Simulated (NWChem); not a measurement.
# CH₂NO cation; SMILES N=C=[OH+]

```xyz
5

N     -0.0302     1.1896     0.0000
C     -0.0170     0.0422     0.0000
O     -0.1198    -1.1882     0.0000
H     -0.0388     2.2064     0.0000
H      0.7020    -1.7252     0.0000
```
Atoms are numbered in this order, from 1.

Program: NWChem. Coordinates come from a PBE0/def2-SVP optimisation. Vzz is the largest principal value of the second derivative of the potential at the nucleus (NWChem prints the opposite sign); η is the asymmetry. Non-relativistic.

Question: Predict the results for B3LYP/def2-TZVP. Quantities: Vzz N1 (a.u.); η N1; Vzz O3 (a.u.); η O3.

Answer: 
```json
{
 "Vzz N1 (a.u.)": "-0.277",
 "η N1": "0.64",
 "Vzz O3 (a.u.)": "1.665",
 "η O3": "0.66"
}
```
